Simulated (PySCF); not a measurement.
CH₃OS, SMILES O=[S]C (connectivity only; charge and spin as stated), charge -1, multiplicity 1.

Geometry: B3LYP-D3(BJ)/def2-SVPD. The spin state was assumed, not searched. The isomer is the one that the SMILES or the coordinates give; other isomers of the formula were not compared.

All values below come from PySCF with PBE/def2-TZVPD.

Isolated molecule, no solvent. A positive occupied level means that this level leaves the electron formally unbound; only the finite basis holds it.

Q: Estimate the frontier levels, gap, dipole moment and polarisability. (The exact figures need the calculation; the answer reports its results.)

A: 
```json
{
 "highest_occupied_level": "2.05 eV",
 "lowest_empty_level": "3.54 eV",
 "orbital_gap": "1.49 eV",
 "dipole_moment_about_the_centre_of_nuclear_charge": "3.35 D",
 "mean_static_polarisability": "74.1 bohr³ (10.98 Å³)",
 "polarisability_principal_values": "69.2, 73.1, 80.0 bohr³"
}
```
